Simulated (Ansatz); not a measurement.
Zn(SiH3)(OSiH3) (H6OSi2Zn), SMILES [SiH3][O][Zn][SiH3].

Geometry optimised at PBE0-D3(BJ)/def2-SVP. The structure was generated by enumeration; whether it is a known compound was not checked. One conformer was computed; it need not be the lowest.

Two levels are set side by side: PBE/def2-SVPD (Ansatz, a program for electronic structure) and PBE0/def2-SVPD (Ansatz). Energy differences of separate SCF runs at the same geometry; the states with an electron removed or added have multiplicity 2 and 2. Differences are taken from unrounded values.

```tsv
quantity	PBE0	PBE	PBE minus PBE0
vertical ionisation energy (eV)	9.86	9.46	-0.41
vertical singlet–triplet gap (eV)	5.31	5.09	-0.22
```
